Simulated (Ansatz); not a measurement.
disiloxane cation (H₆OSi₂), SMILES [SiH3]O[SiH3] (connectivity only; charge and spin as stated), charge +1, multiplicity 2. Atoms are numbered in the order given.

```xyz
9

Si     1.6678     0.0000     0.0226
O      0.0000     0.0000    -0.2900
Si    -1.6678     0.0000     0.0226
H      2.1214    -1.2130    -0.7467
H      2.1214     1.2130    -0.7467
H      1.9368     0.0000     1.4751
H     -1.9368     0.0000     1.4751
H     -2.1214    -1.2130    -0.7467
H     -2.1214     1.2130    -0.7467
```
Charge +1, spin multiplicity 2.

The structure is a stationary point at PBE0-D3(BJ)/def2-SVP. The spin state was assumed, not searched.

Two levels are set side by side: PBE-D3(BJ)/def2-SVP (Ansatz, a program for electronic structure) and PBE0-D3(BJ)/def2-SVP (Ansatz). Each level has its own optimised geometry; the coordinates shown are those of the second. Differences are taken from unrounded values.

| quantity | PBE0-D3(BJ) |
|---|---|
| mean bond length (Å) | 1.547 |
| bond Si1–O2 (Å) | 1.697 |
| bond O2–Si3 (Å) | 1.697 |
| bond Si1–H4 (Å) | 1.506 |
| bond Si1–H5 (Å) | 1.506 |
| bond Si1–H6 (Å) | 1.477 |
| bond Si3–H7 (Å) | 1.477 |
| bond Si3–H8 (Å) | 1.506 |
| bond Si3–H9 (Å) | 1.506 |

Task: What does PBE-D3(BJ) give, and how far is it from PBE0-D3(BJ)? (The exact figures need the calculation; the answer reports its results.)

Result: 
| quantity | PBE-D3(BJ) | PBE-D3(BJ) minus PBE0-D3(BJ) |
|---|---|---|
| mean bond length (Å) | 1.558 | 0.011 |
| bond Si1–O2 (Å) | 1.695 | -0.002 |
| bond O2–Si3 (Å) | 1.695 | -0.002 |
| bond Si1–H4 (Å) | 1.523 | 0.017 |
| bond Si1–H5 (Å) | 1.523 | 0.017 |
| bond Si1–H6 (Å) | 1.489 | 0.012 |
| bond Si3–H7 (Å) | 1.489 | 0.012 |
| bond Si3–H8 (Å) | 1.523 | 0.017 |
| bond Si3–H9 (Å) | 1.523 | 0.017 |

Exact exchange shortens and stiffens bonds; PBE has none. Differences between two approximate levels are no errors against the true value.
